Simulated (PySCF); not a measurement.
# Electron correlation in F²⁺ (fluorine, charge +2)

[He] 2s1 2p3 3s1, high-spin 6S determinant (an excited configuration). Computed with PySCF 2.14 in aug-cc-pwCVTZ, with the non-relativistic Hamiltonian (point nucleus). Frozen: 1s2; 5 electrons correlated.

```
  level  correlation energy (mhartree)
   CCSD                         -41.64
    (T)                          -0.18
CCSD(T)                         -41.82
```

Diagnostics: T1 = 0.0028, D1 = 0.0080, largest double amplitude 0.012.

The outer electron is Rydberg-like, and this basis confines it to a smaller radius and binds it less than a complete one would.

Cost of the coupled-cluster step: about 2.2 core-seconds, for 5 correlated electrons.
